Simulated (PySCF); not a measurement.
Nuclear quadrupole coupling in `NB(N)NC=O`

CH6BN3O.
Z-matrix (Å and degrees, PBE0-D3(BJ)/def2-SVP geometry), rows numbered from 1:
```
N 
B   1  1.4204
N   2  1.4051  1  124.01
N   2  1.4772  1  117.28  3  -179.95
C   4  1.3588  2  126.91  1  -179.18
O   5  1.2124  4  126.18  2     0.22
H   1  1.0085  2  123.99  3  -179.91
H   1  1.0091  2  122.61  3     0.23
H   3  1.0081  2  124.22  1     0.29
H   3  1.0136  2  119.03  1   179.51
H   4  1.0126  2  119.02  1     0.80
H   5  1.1184  4  112.80  2  -179.81
```

Field gradients from the PBE0/pcSseg-1 density (PySCF, non-relativistic), principal values in atomic units, ordered |Vxx| ≤ |Vyy| ≤ |Vzz|:

| atom | Vxx | Vyy | Vzz |
| --- | --- | --- | --- |
| N1 | 0.2938 | 0.6560 | -0.9498 |
| B2 | -0.0768 | -0.1926 | 0.2694 |
| N3 | 0.2433 | 0.5726 | -0.8158 |
| N4 | 0.1132 | 0.5337 | -0.6469 |
| O6 | 0.7607 | 0.8654 | -1.6261 |

Question: Find the asymmetry η = (Vxx − Vyy)/Vzz and the couplings χ = eQV/h (234.96 MHz × Q in barn × V in au), with Q(14N) = 0.02044 b, Q(11B) = 0.04059 b, Q(17O) = −0.0256 b.

Answer: 
```tsv
atom	environment	nucleus	η	χzz (MHz)	χxx (MHz)	χyy (MHz)
N1	boron-bound nitrogen	14N	0.38	-4.562	1.411	3.151
B2	three-coordinate boron	11B	0.43	2.569	-0.733	-1.837
N3	boron-bound nitrogen	14N	0.40	-3.918	1.168	2.750
N4	amide nitrogen	14N	0.65	-3.107	0.544	2.563
O6	amide oxygen	17O	0.06	9.78	-4.58	-5.21
```

The tensor is traceless: Vxx + Vyy + Vzz = 0.

Question: What is Vzz at N1 in SI units (1 au = 9.71736 × 10²¹ V/m²)?

Answer: -0.9498 au = -9.230 × 10²¹ V/m².

Question: And the gradient at the other heavy atoms, for which no coupling is worked out here?

Answer: 
```
atom            environment  Vzz (au)     η
  C5  amide carbonyl carbon     0.425  0.42
```

Question: What couplings would deuterons (Q(2H) = 0.00286 b) have in place of the hydrogens, at this geometry?

Answer: 
```tsv
atom	bonded to	bond length (Å)	Vzz (au)	η	χzz (kHz)
H7	N1	1.009	0.4220	0.19	284
H8	N1	1.009	0.4200	0.18	282
H9	N3	1.008	0.4237	0.16	285
H10	N3	1.014	0.3831	0.18	257
H11	N4	1.013	0.3990	0.18	268
H12	C5	1.118	0.2530	0.06	170
```

The structure is a single PBE0-D3(BJ)/def2-SVP conformer in the gas phase; no vibrational or solvent corrections. The basis is small and wasn't made for field gradients, so the couplings can be 20 % off.
